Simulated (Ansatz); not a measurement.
Two isomers of CH7FOSi2: A = `C[SiH2][SiH](O)F`, B = `F[SiH2]OC[SiH3]`.

Calculated with Ansatz (gas phase, PBE0-D4/def2-TZVP geometries, no zero-point term in ΔE). CBS: MP2 limit from def2 TZ/QZ plus the TZ coupled-cluster correction, frozen cores. DFT in def2-TZVPP. B3LYP here is the variant with VWN-RPA as its local correlation; programs differ in this. Each species was taken in one conformer, which may not be the lowest.

A:

```xyz
12

C     1.052    1.383   -0.805
Si    0.505    0.588    0.802
Si   -0.733   -1.354    0.388
O    -1.926   -0.932   -0.655
F     0.213   -2.457   -0.297
H     1.694    0.704   -1.371
H     1.609    2.303   -0.614
H     0.185    1.625   -1.423
H    -0.350    1.517    1.594
H     1.679    0.227    1.647
H    -1.308   -2.035    1.581
H    -2.619   -1.568   -0.845
```

B:

```xyz
12

F     0.0871   -2.0049   -2.3495
Si   -0.9832   -1.4604   -1.2971
O    -0.2444   -0.7539   -0.0321
C     0.4668    0.4785   -0.1089
Si    0.6682    1.1829    1.6339
H    -1.7361   -2.6097   -0.7623
H    -1.8137   -0.4741   -2.0296
H     1.4498    0.3180   -0.5670
H    -0.0664    1.2002   -0.7430
H    -0.6682    1.4376    2.2297
H     1.4174    0.2237    2.4837
H     1.4227    2.4622    1.5422
```

Task: Which isomer does CCSD(T)/CBS put lower? Give the gap. (An estimate is asked.)

Result: Ansatz gave: A, by 24.8 kcal/mol.

Task: Give E(B) − E(A) in kcal/mol with B2PLYP, CCSD/def2-TZVPP, r2SCAN-D4, PBE-D4, B3LYP-D4, HF/def2-TZVPP, ωB97M-V. (Best estimate.)

Result: Ansatz gave: B2PLYP 23.4, CCSD/def2-TZVPP 23.4, r2SCAN-D4 26.1, PBE-D4 27.3, B3LYP-D4 23.7, HF/def2-TZVPP 19.7, ωB97M-V 23.6. None reverses the order clearly.

Largest T1 diagnostic: 0.012.

In def2-TZVPP, CCSD(T) changes the Hartree–Fock value by +4.1 kcal/mol (the triples alone add +0.4 kcal/mol) and MP2 by +4.6 kcal/mol.
